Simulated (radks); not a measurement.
Spherical quantum dot in the effective-mass picture: electrons in a hard-walled sphere of radius 2.31, with a point charge +2 (a donor) at the centre, all in effective atomic units (hartree* = m*/eps^2 hartree, bohr* = eps/m* bohr), one dielectric constant everywhere. Calculated with a radial shooting solver with Libxc functionals: non-relativistic Kohn-Sham, LDA (Slater exchange, Perdew-Wang correlation), spin-polarised, spherical densities. Levels are named by radial order and angular momentum (1s, 1p, 1d, 2s, ...), and open shells are averaged over m.

N = 4, configuration 1s2 1p(up 2, down 0). This is the lowest configuration that the search found. Occupied and some empty levels:

level    occupation  eigenvalue (hartree*)  <r> (bohr*)
1s up             1                0.98414       0.8656
1s down           1                 1.0912       0.8454
1p up             2                 2.5038        1.336
1p down           0                 2.6626        1.335
2s up             0                 3.3036        1.197
2s down           0                 3.4159        1.213
1d up             0                 3.7796        1.489
1d down           0                 3.9402        1.492
1f up             0                 5.2554        1.584
1f down           0                 5.4116        1.586

Energy (hartree*): total 1.19072, kinetic 6.8983, external -10.164, Hartree 6.5472, exchange-correlation -2.0908.
